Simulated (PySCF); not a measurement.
**Bond curve of SrF**

Set-up: basis Sr def2-SVP with ECP28, F def2-SVP; scalar-relativistic core potentials; PySCF 2.14. Energies in eV from Sr + F in their ground configurations at the same level. State: ²Σ⁺ (doublet), unpaired electrons σ ↑.

```csv
R (Å),PBE,MN15,BP86,UHF-CCSD
1.802,-4.714,-3.927,-4.641,
1.885,-5.317,-4.528,-5.245,-4.174
1.969,-5.645,-4.854,-5.575,-4.571
2.032,-5.762,-4.966,-5.692,-4.727
2.095,-5.795,-4.994,-5.726,-4.792
2.158,-5.766,-4.958,-5.697,-4.787
2.242,-5.656,-4.838,-5.588,-4.700
2.346,-5.443,-4.611,-5.376,-4.503
2.472,-5.123,-4.271,-5.057,-4.189
2.640,-4.649,-3.769,-4.585,
```

Problem. Put a parabola through the three lowest points of the PBE curve and estimate Re, k and ωe (reduced mass 15.62 u; 1 eV/Å² = 0.16022 mdyn/Å; ωe = 1302.8·√(k/μ) cm⁻¹).

Solution. Through R = 2.032, 2.095, 2.158 Å the second-order coefficient is 7.81 eV/Å², so Re ≈ 2.097 Å, k ≈ 2.50 mdyn/Å and ωe ≈ 521 cm⁻¹. A polynomial fit of higher order to the unrounded PBE energies gives Re = 2.094 Å, k = 2.53 mdyn/Å, ωe = 525 cm⁻¹; anharmonicity and rounding make the difference.

The higher-order fit for each curve: PBE: Re = 2.094 Å, ωe = 525 cm⁻¹, De = 5.80 eV; MN15: Re = 2.088 Å, ωe = 536 cm⁻¹, De = 4.99 eV; BP86: Re = 2.095 Å, ωe = 524 cm⁻¹, De = 5.73 eV; UHF-CCSD: Re = 2.121 Å, ωe = 523 cm⁻¹, De = 4.80 eV.

Correlated steps freeze 1 core orbital. Correlated levels converge slowly with the basis: in double zeta they bind strong bonds too weakly, by up to about 1 eV, and carry superposition errors of some tenths. Spin–orbit coupling is left out. The state is the lowest determinant that a PBE0 search found; another state may lie lower at other levels.
